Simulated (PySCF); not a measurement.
## Löwdin shares of the frontier orbitals

C3H7BF5N.
Cartesian coordinates in Å at the PBE0-D3(BJ)/def2-SVP level; atoms count from 1:
```
atom  x, y, z in Å
B1    -2.5489   -0.3459   -0.3471
N2    -1.2519    0.4344    0.2740
C3     0.0039   -0.2707    0.0515
C4     1.1701    0.4865    0.6447
F5     1.2353    1.7230    0.1058
F6     0.9900    0.6367    1.9743
C7     2.5301   -0.1989    0.4251
F8     3.5062    0.5162    0.9535
F9     2.7506   -0.3414   -0.8770
F10    2.5196   -1.4023    0.9880
H11   -2.5739   -1.4282    0.2264
H12   -2.3173   -0.4419   -1.5463
H13   -3.5092    0.3655   -0.0902
H14   -1.3999    0.5708    1.2763
H15   -1.2018    1.3679   -0.1401
H16    0.1488   -0.4010   -1.0291
H17   -0.0651   -1.2683    0.5050
```

Computed, not measured: TDDFT PBE0/def2-SVPD, vertical, gas phase, core orbitals frozen in the response (PySCF).

Kohn–Sham orbitals with the atoms that hold most of them (Löwdin shares over 4%, at most four atoms):

| orbital | ε (eV) | atoms |
| --- | --- | --- |
| LUMO+2 | 0.82 | F5 16%, F6 16%, C4 10%, H14 8% |
| LUMO+1 | 0.70 | F10 14%, F9 14%, C7 14%, H17 9% |
| LUMO | -0.24 | B1 14%, H14 12%, H15 12%, N2 10% |
| HOMO | -8.12 | B1 42%, H11 24%, H12 21%, N2 6% |
| HOMO-1 | -8.13 | B1 42%, H13 29%, H12 11%, H11 8% |
| HOMO-2 | -10.18 | B1 29%, N2 26%, H12 9%, H11 9% |
| HOMO-3 | -11.38 | F6 16%, F5 16%, C4 14%, C7 10% |

Q: The HOMO–LUMO gap is 7.87 eV. Where does the response calculation put the lowest singlet, and from which orbitals?

A: S1 is at 6.74 eV (f = 0.013), 1.13 eV below the gap, made of HOMO→LUMO (86%), HOMO-1→LUMO (11%). 

Next come S2 at 6.74 eV (f 0.0098), HOMO-1→LUMO (86%), HOMO→LUMO (12%); S3 at 7.93 eV (f 0.011), HOMO→LUMO+1 (89%); S4 at 8.00 eV (f 0.0045), HOMO→LUMO+2 (73%), HOMO-1→LUMO+2 (20%); S5 at 8.00 eV (f 0.0021), HOMO-1→LUMO+2 (72%), HOMO→LUMO+2 (20%).

Löwdin shares depend on the basis, the more so with diffuse functions.

Time: 6.9 min wall; peak memory 1.1 GiB. Hardware: an Arm Neoverse N1 with one thread, no GPU (shared host).

One conformer stands for the species.
